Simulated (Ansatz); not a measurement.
Basis sets over 5 cases of the atomisation energy at r2SCAN with Ansatz (Ga to Br present), each against its own reference: the value in aug-cc-pV5Z. By their distance from other large sets or by the extrapolation step the references are unsure by up to roughly 0.21 kcal/mol. B3LYP-D3(BJ)/def2-TZVP geometries; electronic energies; unrestricted open shells; no added dispersion term; no relativity. Cartesian d functions in some cases of 6-31G. 

Cases are drawn at random; left out are references unsure by over 1.3 kcal/mol, doubtful singlets, and cases whose largest runs show a restricted determinant unstable towards unrestricted orbitals, <S^2> over 0.1 too high or, where CCSD(T) ran, T1 over 0.025 (0.045 for open shells). Sets are drawn from those converged to one state in every case.

Cases (SMILES) and reference values:
- [SeH] (SeH) → H atom + Se atom: 79.26 kcal/mol
- [GeH] (GeH) → Ge atom + H atom: 68.01 kcal/mol
- [GeH3] (GeH3) → Ge atom + 3 H atom: 208.60 kcal/mol
- [Ga][F] (F-Ga) (closed-shell singlet) → F atom + Ga atom: 141.37 kcal/mol
- Br[C] (C-Br) → Br atom + C atom: 87.17 kcal/mol

| basis | functions over def2-SVP (largest species, mean of cases) | mean signed deviation (kcal/mol) | mean absolute | largest | within 4 kcal/mol |
|---|---|---|---|---|---|
| 6-31G | 0.8 | -6.81 | 6.81 | 15.87 | 2 of 5 |
| def2-SV(P) | 0.9 | -2.30 | 2.30 | 4.44 | 4 of 5 |
| aug-cc-pVDZ | 1.3 | -1.53 | 1.53 | 2.96 | 5 of 5 |
| def2-SVPD | 1.3 | -0.30 | 0.45 | 1.19 | 5 of 5 |
| 6-311G** | 1.3 | -1.49 | 1.49 | 2.74 | 5 of 5 |
| cc-pVTZ | 1.6 | -0.39 | 0.39 | 0.66 | 5 of 5 |
| pcseg-2 | 1.6 | -0.52 | 0.52 | 0.71 | 5 of 5 |
| def2-TZVPP | 1.7 | -0.02 | 0.22 | 0.53 | 5 of 5 |
| def2-TZVPD | 1.9 | -0.03 | 0.05 | 0.12 | 5 of 5 |
| def2-TZVPPD | 2.0 | 0.16 | 0.17 | 0.40 | 5 of 5 |
| aug-cc-pVTZ | 2.3 | -0.19 | 0.19 | 0.35 | 5 of 5 |
| pcseg-3 | 2.9 | -0.11 | 0.11 | 0.27 | 5 of 5 |
| aug-pcseg-3 | 4.1 | -0.09 | 0.09 | 0.25 | 5 of 5 |
| cc-pV5Z | 4.6 | -0.03 | 0.03 | 0.07 | 5 of 5 |

Among the sets for which every case ran a larger relative (same family, alike in diffuse functions, listed or not), the smallest listed that holds all cases within 4 kcal/mol together with them is aug-cc-pVDZ, at 1.3 times the functions of def2-SVP, level with def2-SVPD. Inside, though some case ran no larger relative to test it: 6-311G**, aug-pcseg-3, cc-pV5Z. Largest deviations of relatives not listed, over the cases that ran them: cc-pVQZ 0.29, def2-QZVP 0.21, def2-QZVPP 0.21, def2-QZVPPD 0.10, aug-cc-pVQZ 0.29, pcseg-4 0.10, aug-cc-pV5Z 0.00 kcal/mol. These figures hold for the cases listed.

Ansatz is an electronic-structure program.
